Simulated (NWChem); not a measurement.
Molecule: CdH$_{2}$SO; SMILES [SH][Cd][OH]

```xyz
5

Cd    -0.4514     0.1459     0.0207
O     -0.7507     2.0620     0.3523
H     -0.3795     2.6054    -0.3523
S     -0.1905    -2.1462    -0.3186
H      1.0097    -2.1898     0.3031
```
Atoms are numbered in this order, from 1.

Level: PBE0/def2-SVP with def2 effective core potentials on Cd (NWChem), optimised geometry, unscaled harmonic frequencies. def2 effective core potentials on Cd; no spin-orbit coupling.

### Question
List the harmonic frequencies with IR intensities, and the thermochemistry.

### Answer
```
frequency (cm⁻¹)  IR intensity (km/mol)
----------------  ---------------------
112                                16.0
115                                10.3
181                                64.1
352                                 6.6
613                                69.4
655                                 7.9
778                                58.9
2710                                0.8
3889                               52.7
```

| Property | Value |
|---|---|
| zero-point energy | 13.4 kcal/mol |
| thermal correction to the enthalpy at 298.15 K (with zero-point energy) | 17.5 kcal/mol |
| heat capacity Cv | 15.9 cal/(mol K) |
| entropy at 298.15 K and 1 atm (symmetry number 1) | 75.4 cal/(mol K) |

Rigid rotor and harmonic oscillator.
